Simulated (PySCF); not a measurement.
# Electronic absorption of C8H19NSi2

C8H19NSi2.
Numbering: `[SiH3:1][N:2]([SiH3:3])[C@H:4]1[CH2:5][CH2:6][CH2:7][C:8]2([CH2:9][CH2:10]2)[CH2:11]1` (hydrogens: H12, H13, H14 on Si1; H15, H16, H17 on Si3; H18 on C4; H19, H20 on C5; H21, H22 on C6; H23, H24 on C7; H25, H26 on C9; H27, H28 on C10; H29, H30 on C11)

Structure used (PBE0-D3(BJ)/def2-SVP), in Å, numbered top down from 1:
```xyz
30
C8H19NSi2 angstrom
Si     3.3649    0.7705   -0.1137
N      2.0143   -0.3103   -0.3975
Si     2.2828   -1.9539   -0.9470
C      0.6769    0.0330    0.1192
C      0.4582    1.5428    0.2089
C     -0.9181    1.8874    0.7669
C     -2.0282    1.2515   -0.0610
C     -1.8066   -0.2393   -0.1843
C     -2.3858   -1.1369    0.8755
C     -2.9616   -1.1338   -0.5127
C     -0.4377   -0.5837   -0.7279
H      4.5939    0.0758   -0.5925
H      3.2454    2.0681   -0.8467
H      3.5343    1.0985    1.3401
H      1.6338   -2.2546   -2.2611
H      3.7515   -2.1585   -1.0940
H      1.7481   -2.9423    0.0466
H      0.5702   -0.3750    1.1465
H      1.2340    2.0038    0.8437
H      0.5747    1.9756   -0.8010
H     -1.0413    2.9813    0.8059
H     -0.9894    1.5246    1.8071
H     -2.0384    1.6996   -1.0714
H     -3.0147    1.4552    0.3853
H     -2.9703   -0.6785    1.6791
H     -1.8012   -2.0075    1.1877
H     -3.9392   -0.6664   -0.6612
H     -2.7778   -2.0027   -1.1511
H     -0.3363   -0.2152   -1.7647
H     -0.3331   -1.6814   -0.7685
```

Method used: PySCF, TDDFT PBE0/def2-SVPD, vertical, gas phase, core orbitals frozen in the response.

```
state  λ (nm)  E (eV)       f   main configurations (H = HOMO, L = LUMO)
   S1   209.7    5.91  0.0027                                  H→L (96%)
   S2   196.6    6.31   0.025                                H→L+1 (90%)
   S3   186.3    6.65  0.0015       H→L+2 (62%), H→L+7 (14%), H→L+6 (9%)
   S4   182.3    6.80  0.0044       H→L+3 (45%), H→L+5 (37%), H→L+6 (9%)
   S5   181.6    6.83  0.0033      H→L+3 (36%), H→L+4 (29%), H→L+5 (21%)
   S6   177.7    6.98   0.024                   H→L+4 (57%), H→L+5 (34%)
   S7   174.1    7.12  0.0011       H→L+7 (46%), H→L+6 (26%), H→L+3 (9%)
   S8   172.5    7.19  0.0093      H→L+6 (36%), H→L+2 (22%), H→L+7 (18%)
   S9   169.5    7.31   0.012  H-1→L+1 (50%), H-1→L (29%), H-1→L+2 (10%)
  S10   167.4    7.41   0.012                 H-1→L (63%), H-1→L+1 (29%)
```

Triplets (Tamm–Dancoff): T1 5.62 eV, H→L (89%); T2 6.13 eV, H→L+1 (74%), H→L+2 (15%); T3 6.36 eV, H→L+5 (80%); T4 6.55 eV, H→L+2 (46%), H→L+7 (21%), H→L+6 (13%).

The lowest singlet lies at 5.91 eV (210 nm, ultraviolet) and is very weak; its leading configuration is HOMO→LUMO (96%). The largest oscillator strength of a single state is 0.025. Löwdin shares by element: HOMO nitrogen 48%, silicon 16%, carbon 9% or more (atoms not listed hold the other 27%); LUMO silicon 42%, nitrogen 7%, hydrogen 6% or more (atoms not listed hold the other 44%). The listed states span 1.50 eV, and the widest gap between neighbours is 0.39 eV (S1 to S2). Weighted by f, the mean energy of these states is 6.87 eV. The oscillator strengths of these states sum to 0.095; summed over the whole spectrum of an exact calculation they would give the number of electrons, 102 (Thomas–Reiche–Kuhn). Only the lowest 10 singlets were computed, as vertical energies without vibronic structure.

One conformer stands for the species.

Without π bonds the low states may be Rydberg-like; a valence basis with one diffuse set may place them up to an eV too high.
